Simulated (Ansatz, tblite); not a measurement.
Cost and result up the ladder for [Cr(H2O)4]2+ (CrO4H8²⁺) (13 atoms). Charge 2, multiplicity 5. Geometry: B3LYP-D4/def2-SVP.

Cartesian coordinates in Å:
```
Cr 0.000 0.000 0.001
O 0.762 -1.817 0.542
H 1.115 -2.499 -0.059
H 0.832 -2.171 1.448
O 1.056 0.888 1.507
H 0.732 1.580 2.112
H 1.981 0.702 1.752
O -0.758 1.818 -0.541
H -0.259 2.652 -0.628
H -1.685 2.014 -0.769
O -1.060 -0.887 -1.504
H -1.564 -1.719 -1.444
H -1.153 -0.561 -2.418
```

Ansatz on 4 threads of Intel Xeon 6975P-C on a shared host; xTB runs through tblite on one thread. Times are rough, summed over both states, and most runs start from the orbitals of an earlier one. No level here is sound enough to serve as a yardstick. The other state is a singlet at its own geometry.

The xTB rows come from tblite. B3LYP takes the VWN-RPA correlation.

xTB has no spin-polarisation term.

```tsv
level	functions	wall time	singlet − quintet (eV)	remarks
GFN2-xTB	33	0.011 s	-0.06	–
GFN1-xTB	41	0.017 s	-0.31	–
revPBE-D4/def2-TZVP	217	3.6 s	3.13	restricted singlet, untested (singlet)
PBE-D4/def2-TZVP (with forces)	217	3.8 s	3.06	restricted singlet, untested (singlet)
B3LYP-D4/def2-TZVP	217	7.9 s	3.00	restricted singlet, untested (singlet)
PBE0-D4/def2-TZVP	217	9.2 s	3.47	restricted singlet, untested (singlet)
r2SCAN-D4/def2-TZVP	217	9.8 s	3.57	restricted singlet, untested (singlet)
```
